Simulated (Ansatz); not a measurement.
Basis-set extrapolation for C$_{8}$H$_{10}$ (`Cc1cccc(C)c1`) (PBE0-D4/def2-TZVP geometry, frozen core, the Gaussian-basis code of Ansatz). Multiplicity 1, RHF reference.

|  | def2-TZVPP | def2-QZVPP |
| --- | --- | --- |
| HF | -308.887836 | -308.901057 |
| MP2 correlation | -1.299843 | -1.381037 |
| CCSD(T) correlation | -1.409499 | not run |

Energies in hartree. Use E(X) = E(∞) + A·exp(−7.88·√X) for Hartree–Fock and E(X) = E(∞) + B·X^(−2.97) for correlation, with X = 3 and 4, and add CCSD(T) minus MP2 of the smaller set to the MP2 limit.

What is the CCSD(T) energy at the basis-set limit?

HF limit: -308.901057 + (-0.013221) × 0.13774 = -308.90288. MP2 limit: -1.381037 + (-0.081194) × 0.74074 = -1.44118. Higher-order term: -1.409499 − (-1.299843) = -0.10966. Total: -310.45372 hartree, 98.1 kcal/mol below CCSD(T)/def2-TZVPP.
